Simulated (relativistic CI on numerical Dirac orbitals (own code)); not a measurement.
Hyperfine structure of Cr22+, mass number 53

Computed by Dirac-Coulomb-Breit CI, KLI orbitals optimised for each configuration, model QED, unscaled Slater integrals (own radial code, finite nucleus).

Configurations in the expansion: 1s2, 1s 2s, 1s 2p, 1s 3s, 1s 3p, 1s 3d, 1s 4s, 1s 4p, 1s 4d, 1s 4f, 1s 5s, 1s 5p, 1s 5d, 1s 5f, 1s 5g, 1s 6s, 1s 6p, 1s 6d. Levels of other configurations are missing.

Nuclear spin I = 3/2, μ = -0.47431 μN, Q = -0.15 b (tables of Stone and Pyykkö). The electronic factors are computed for point nuclear moments, without core polarisation or the Bohr-Weisskopf and QED corrections.

```csv
Level,E (10³ cm⁻¹),A (GHz),B (GHz)
1s 2s 3S_1,45373.0,-647.4,4.14e-05
1s 2p 3P°_1,45599.0,-487.9,3.17
1s 2p 3P°_2,45681.1,-295.7,-7.59
1s 2p 1P°_1,45821.6,165.5,-6.85
1s 3s 3S_1,53748.4,-599.8,3.12e-05
1s 3p 3P°_1,53811.0,-481.8,0.927
1s 3p 3P°_2,53835.5,-291.8,-2.28
1s 3d 3D_2,53866.9,-288.2,-0.412
```

Levels with J = 0, under 50 % of one LS term, or S terms without an open s electron are left out. Small factors come from cancelling terms and can be off by tens of per cent or more.

At this charge energies of transitions that change n are usually good to better than 1 %, and those within a shell (Δn = 0) to a few per cent.

Give the hyperfine levels of 1s 2s 3S_1 relative to its centre of gravity.

With K = F(F + 1) − I(I + 1) − J(J + 1), E = AK/2 + B[¾K(K + 1) − I(I + 1)J(J + 1)]/[2I(2I − 1)J(2J − 1)]: F = 1/2: 1618, F = 3/2: 647.4, F = 5/2: -971.1 GHz.

LS names give the leading component of a level, which can be under half, so a name can repeat, a term be missing and a line seem to break the LS rules.
